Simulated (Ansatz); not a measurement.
Geometry optimisation, RKS PBE-D4/def2-SVP in Ansatz.

input.yaml

```yaml
crystal:
  periodic: [false, false, false]
  atoms:
    - { symbol: Ge, position_ang: [0.0, 0.0, 0.0] }
    - { symbol: Cl, position_ang: [0.0, 0.0, 2.22] }
    - { symbol: H, position_ang: [1.4616, 0.0, -0.5162] }
    - { symbol: Cl, position_ang: [-1.0456, 1.8115, -0.7393] }
    - { symbol: H, position_ang: [-0.73, -1.2648, -0.5162] }
basis:
  gaussian: { orbitals: def2-SVP }
hamiltonian:
  xc: pbe
  dispersion: d4
relax:
  f_tol: 0.02
  max_steps: 40
output:
  orbitals: {}
```

Launched with:

```bash
$ ansatz run input.yaml --threads 1 --pin off --max-ram 2048MiB --backend cpu --events-out ev --progress --plain --runs-dir out
```

Question: Where does it end, and by what steps?

Answer: The run converged. After 3 steps the energy has fallen by 0.063 eV; H3 moved furthest, 0.07 Å.

| step | energy less start (eV) | largest force component (eV/Å) | accepted |
| --- | --- | --- | --- |
| 0 | 0.0000 | 0.811 | yes |
| 1 | -0.0554 | 0.178 | yes |
| 2 | -0.0624 | 0.053 | yes |
| 3 | -0.0629 | 0.012 | yes |

```xyz
5
Properties=species:S:1:pos:R:3
Ge 0.009 -0.016 -0.012
Cl 0.002 -0.004 2.157
H 1.477 0.057 -0.487
Cl -1.015 1.759 -0.722
H -0.787 -1.250 -0.487
```

Whether the end is a true minimum wasn't checked by a vibrational analysis.

Time of the run: 7.6 s on 1 thread of Arm Neoverse V2, on a shared host, peak memory 0.14 GiB.
